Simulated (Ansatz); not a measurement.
TiAl2: single points at one geometry.

```yaml
crystal:
  periodic: [false, false, false]
  atoms:
    - {symbol: Ti, position_ang: [0.007529, -1.249229, 0.728589]}
    - {symbol: Al, position_ang: [-1.245123, 0.657387, -0.295241]}
    - {symbol: Al, position_ang: [1.237594, 0.591841, -0.433348]}
basis:
  gaussian: {orbitals: def2-TZVP, initial_orbitals: start.molden}
hamiltonian: {xc: pbe, dispersion: d4}
scf: {omitted_lower_state_checks: [starts]}
output: {orbitals: {seedname: orbitals}}
```

The file start.molden holds the orbitals of an earlier run on this structure, at another level or in another basis.

```sh
$ ansatz run in.yaml --threads 4 --pin off --events-out ev --progress --plain --max-ram 3916MiB
```

It prints (some lines left out):

```
Functional definition: PBE
931 factors; their error is unknown
mean field evaluation 1: about -36292.3216 eV, gradient 1.0e1 eV
mean field evaluation 2: about -36292.4431 eV, gradient 4.6e-1 eV
mean field evaluation 4: about -36292.4373 eV, gradient 5.0e-2 eV
mean field evaluation 8: about -36292.4374 eV, gradient 1.7e-5 eV
mean field -36292.43735121 eV, -1333.7224727593 hartree, gradient 1.7e-5 eV, S^2 0.000000; 0 other end points of the search recorded, 0 dependent functions left out
reference -36292.43738251 eV, -1333.7224739096 hartree; 24, 24 occupied and 95, 95 virtual orbitals, 931 factors
Total energy: -36292.54319390 eV, -1333.7263624067 hartree
Checks for a lower state left out: starts
```

Hardware: 4 threads of Arm Neoverse V1 on a shared host. Wall time 1.2 s.

First input, but with `hamiltonian: {xc: hse06, dispersion: d4}` (abridged; 1.8 s):

```
Functional definition: HSE06
mean field -36292.85711436 eV, -1333.7378987708 hartree, gradient 2.1e-5 eV, S^2 0.000000
Total energy: -36292.94513059 eV, -1333.7411333075 hartree
Checks for a lower state left out: starts
```

First input, but with `hamiltonian: {xc: {name: PBE-QIDH}}`, `output: {forces: true}` (abridged; 8 s):

```
Functional definition: PBE-QIDH
mean field -36278.84791463 eV, -1333.2230701763 hartree, gradient 2.7e-6 eV, S^2 0.000000; unrestricted orbitals would lower it
15 core orbitals not correlated: weight in the atoms' cores, before any rotation towards them, 1.000 or more for the frozen orbitals, at most 0.000 for the correlated occupied ones
second order -16.74860052 eV of doubles, -0.00000000 eV of singles
mean field evaluation 16: about -36278.6439 eV, gradient 9.7e-1 eV
Total energy: -36284.43079098 eV, -1333.4282370979 hartree
Atom 0 force    -0.009280     1.540510    -0.898474 eV/Å
Atom 1 force     0.037167    -0.771110     0.447425 eV/Å
Atom 2 force    -0.027888    -0.769400     0.451048 eV/Å
Dipole moment:     0.002931    -0.489559     0.285528 e Å
Checks for a lower state left out: starts
```

Geometry: PBE0-D4/def2-TZVP.

HSE06 is defined as in plane-wave codes, on full-range PBE exchange. Correlated methods freeze 15 core orbitals; core or outer-core shells of Ti are correlated, in sets that lack core-valence functions. At PBE-D4/def2-TZVP, PBE-QIDH/def2-TZVP the restricted singlet (for correlated methods, its reference) is unstable: a solution with broken spin symmetry lies lower. The restricted singlet is unstable towards broken spin symmetry at other levels; at HSE06-D4/def2-TZVP this wasn't settled. At PBE0-D4/def2-TZVP a quintet of charge 0 lies 0.82 eV below the restricted singlet, each at its own geometry. The structure comes from a short search, and lower isomers may exist.
